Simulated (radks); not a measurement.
Results of a calculation; reference values are marked as such.
Q: Code: a radial shooting solver on a logarithmic mesh with Libxc functionals. Model: scalar-relativistic Kohn-Sham, LB94 model potential, spin-unpolarised, spherical densities, finite nucleus; Fermi nuclear charge, rms radius of each element as measured or else 0.836 A^(1/3) + 0.57 fm. Response by self-consistent Sternheimer equations with the Hartree and adiabatic LDA kernel, the relativistic mass of each level held fixed and spin-orbit coupling left out. Rank N5+, O6+, B3+, Ne8+, F7+, Li+, C4+, Be2+, He (NIST ground configurations) by static dipole polarisability, largest first.

A: He 1.390, Li+ 0.1984, Be2+ 0.05388, B3+ 0.02018, C4+ 0.009177, N5+ 0.004751, O6+ 0.002699, F7+ 0.001644, Ne8+ 0.001058 bohr^3.
